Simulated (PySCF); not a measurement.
**C4H10AlNSi**

Cartesian coordinates in Å; atom numbers follow the order of the lines, from 1:
```xyz
17

C    -0.868    0.256    0.922
C    -1.674   -0.243   -0.195
C    -1.569    0.279   -1.432
Al    0.624   -0.365   -2.218
N     1.117   -0.224   -0.482
C     0.630   -0.109    0.660
Si    1.779   -0.309    2.177
H    -1.167   -0.159    1.883
H    -0.862    1.346    0.984
H    -2.155   -1.202   -0.058
H    -2.136   -0.131   -2.258
H    -1.217    1.295   -1.570
H     0.470   -1.791   -2.803
H     0.878    0.778   -3.232
H     2.811    0.721    2.084
H     0.982   -0.125    3.395
H     2.349   -1.652    2.134
```

The calculation used GIAO KT3/pcSseg-1 magnetisability, rotational g tensor and spin-rotation constants, non-relativistic, gas phase (PySCF). Geometry: GFN2-xTB.

The bonding changed while the geometry was optimised; results refer to the coordinates, not to the name.

Q: Give the nuclear spin-rotation constants along the inertial axes (H = +C I·J) beside the isotropic shieldings.

A: Rotational constants 2.9232, 1.1774, 0.8825 GHz. A star marks the isotopologue with that one atom substituted, in its own axes.
| atom | isotope | Caa (kHz) | Cbb (kHz) | Ccc (kHz) | mean (kHz) | σ (ppm) |
| --- | --- | --- | --- | --- | --- | --- |
| Al4 | 27Al | 1.860 | 0.690 | 0.618 | 1.056 | 388.7 |
| N5 | 14N | 0.927 | 0.359 | 0.044 | 0.444 | -181.9 |
| H8 | 1H | -0.102 | -0.028 | -0.069 | -0.067 | 27.0 |
| H9 | 1H | -0.303 | -0.120 | 0.025 | -0.133 | 29.0 |
| H10 | 1H | -0.311 | -0.101 | 0.056 | -0.119 | 26.4 |
| H11 | 1H | 0.140 | -0.125 | -0.063 | -0.016 | 26.4 |
| H12 | 1H | -0.289 | -0.119 | 0.036 | -0.124 | 28.0 |
| H13 | 1H | -0.162 | -0.080 | 0.007 | -0.078 | 27.3 |
| H14 | 1H | -0.111 | -0.070 | -0.011 | -0.064 | 27.0 |
| H15 | 1H | -0.235 | -0.067 | -0.002 | -0.101 | 27.5 |
| H16 | 1H | -0.144 | 0.008 | -0.083 | -0.073 | 27.4 |
| H17 | 1H | -0.252 | -0.074 | 0.006 | -0.107 | 27.7 |
| C1 | 13C* | 0.597 | 0.229 | 0.203 | 0.343 | 124.4 |
| C2 | 13C* | 1.129 | 0.213 | 0.366 | 0.569 | 46.1 |
| C3 | 13C* | 0.818 | 0.201 | 0.291 | 0.437 | 90.9 |
| C6 | 13C* | 1.206 | 0.537 | 0.193 | 0.645 | 24.6 |
| Si7 | 29Si* | -1.426 | -0.607 | -0.490 | -0.841 | 442.8 |

For the geometry as given, no vibrational averaging.

Q: How do the rotational constants and the g tensor change when H8, H9, H10, H11, H12, H13, H14, H15, H16, H17 are replaced by deuterium?

A: Constants 2.4330, 1.0132, 0.7734 GHz; g -0.0543, -0.0208, -0.0057, against -0.0651, -0.0241, -0.0064 before.
